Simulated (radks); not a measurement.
All-electron atom: Xe2+ in [Kr] 4d10 5s2 5p4 (the NIST ground configuration). Method: Dirac Kohn-Sham, BLYP, spin-unpolarised, spherical densities, point nucleus; open shells fill j = l - 1/2 first; computed with a radial shooting solver on a logarithmic mesh with Libxc functionals.

Radial electron density D(r) = 4 pi r^2 rho(r):

r (bohr),D(r) (e/bohr)
0.001637,4.895
0.002166,7.733
0.002866,11.99
0.003823,18.36
0.005058,26.88
0.006747,38.05
0.008927,50.40
0.01181,62.09
0.01575,70.03
0.02084,70.94
0.02758,66.02
0.03678,62.16
0.04867,68.55
0.06439,83.68
0.08589,90.85
0.1136,78.20
0.1516,65.24
0.2005,72.83
0.2653,74.02
0.3539,45.76
0.4683,25.93
0.6196,29.17
0.8264,25.27
1.093,12.86
1.447,6.497
1.93,4.201
2.553,1.968
3.405,0.4643
4.505,0.05119
5.961,0.001997

D(r) has 4 maxima, at r = 0.0188, 0.0825, 0.235, 0.671 bohr, and minima at 0.0365, 0.155, 0.491 bohr, inside which lie 2.02, 11.19, 28.93 electrons.
